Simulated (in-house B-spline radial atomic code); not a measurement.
Computed with a B-spline radial atomic code. Model: two electrons, singlet ground state, non-relativistic, full CI in B-splines with partial waves to l = 8 (at full coupling up to 3e-4 hartree above the limit, correlation up to 0.6 % small), density held at that of full coupling by Lieb maximisation.

W(λ) is the mean repulsion in the state of coupling λ less the Hartree energy of the fixed density. Its start is exact exchange, its initial slope is twice the second-order Görling-Levy correlation energy, and its area from 0 to 1 is E_xc. A straight curve means weak, dynamic correlation, and a curve that drops fast and flattens means strong correlation.

Command:
```bash
python run_ac.py task.json out
```
Settings (lengths in bohr, energies in hartree):
```
potential              dot
strength               0.0596
lmax                   8
second                 -1
```

Run time, properties included: 120 s on 1 thread of Intel(R) Xeon(R) Processor @ 2.30GHz, with other jobs on the host.

**W = mean repulsion less Hartree energy, and W of three functionals.**

Given: confinement charge in harmonic well; well frequency 0.0596 hartree; nuclear charge -1; external potential omega^2 r^2/2 - Z/r.

Computed: LDA exchange minus exact 11.059 millihartree; SCAN exchange minus exact -5.6869 millihartree.

```tsv
coupling	W xc (hartree)	W xc minus exchange (millihartree)	kinetic minus Kohn-Sham (millihartree)	LDA (PW92) W minus its exchange (millihartree)	PBE W minus its exchange (millihartree)	SCAN W minus its exchange (millihartree)
0	-0.1141	0	0	0	0	0
0.02	-0.11695	-2.856	0.03	-7.16	-3.2	-1.79
0.05	-0.12074	-6.642	0.16	-13.21	-6.78	-4.18
0.12	-0.12767	-13.575	0.73	-22.25	-12.93	-8.88
0.25	?	?	?	?	?	?
0.4	-0.14123	-27.128	3.91	-39.76	-26.59	-20.69
0.6	-0.14533	-31.232	5.92	-46.27	-32.07	-25.6
0.8	-0.14782	-33.717	7.64	-50.83	-36	-29.04
1	-0.1495	-35.401	9.15	-54.27	-39.01	-31.57
1.4	?	?	?	?	?	?
2	-0.1536	-39.498	14.93	-64.1	-47.78	-38.02
3	-0.1554	-41.3	19.35	-69.14	-52.36	-40.64
4.5	-0.1569	-42.799	24.86	-73.61	-56.46	-42.5
7	-0.15827	-44.176	32.61	-77.85	-60.37	-43.86
10	-0.15924	-45.138	40.67	-80.79	-63.1	-44.6
```

Problem. What belongs in the row 0.25?

Solution. W xc (hartree): -0.13585; W xc minus exchange (millihartree): -21.752; kinetic minus Kohn-Sham (millihartree): 2.2; LDA (PW92) W minus its exchange (millihartree): -32.4; PBE W minus its exchange (millihartree): -20.63; SCAN W minus its exchange (millihartree): -15.39.

Problem. What belongs in the row 1.4?

Solution. W xc (hartree): -0.15168; W xc minus exchange (millihartree): -37.58; kinetic minus Kohn-Sham (millihartree): 11.73; LDA (PW92) W minus its exchange (millihartree): -59.22; PBE W minus its exchange (millihartree): -43.4; SCAN W minus its exchange (millihartree): -35.

Problem. What is the PBE exchange minus exact?

Solution. -3.2496 millihartree.

**Energy parts, natural occupations and partial-wave weights.**

Computed: correlation energy -0.026253 hartree; kinetic part of the DFT correlation energy 0.0091484 hartree; kinetic part over minus potential part 0.25842; Hartree energy 0.2282 hartree; Kohn-Sham kinetic 0.053799 hartree; Lieb Oxford ratio E_xc over LDA exchange 1.3621.

```
natural  occupation of the shell (electrons)
      s                               1.5569
      p                              0.44109
      s                                    ?
      d                           0.00081382
      p                           4.8263e-06
      d                           3.8287e-06
```

Problem. What belongs in the row s?

Solution. occupation of the shell (electrons): 0.0011338.

```json
{"wave": "s", "weight": "0.77904"}
{"wave": "p", "weight": "0.22055"}
{"wave": "d", "weight": "?"}
{"wave": "f", "weight": "2.0422e-06"}
{"wave": "g", "weight": "1.3325e-06"}
```

Problem. What belongs in the row d?

Solution. weight: 0.00040907.

Problem. What is the total energy?

Solution. 0.6578 hartree.

Problem. What is the exchange energy?

Solution. -0.1141 hartree.

Half-way to full coupling W has made 82 % of its drop, against 50 % for a straight line, and second-order (GL2) theory, half the initial slope, overshoots the correlation energy by about 185 %: correlation is strong. Over couplings 0 to 1 the errors in E_xc come to about -2.3 millihartree for LDA, -3.9 millihartree for PBE, -0.6 millihartree for SCAN, so SCAN is nearest. In LDA and SCAN the errors of exchange and correlation have opposite signs, so the sum is smaller than the larger of the two.
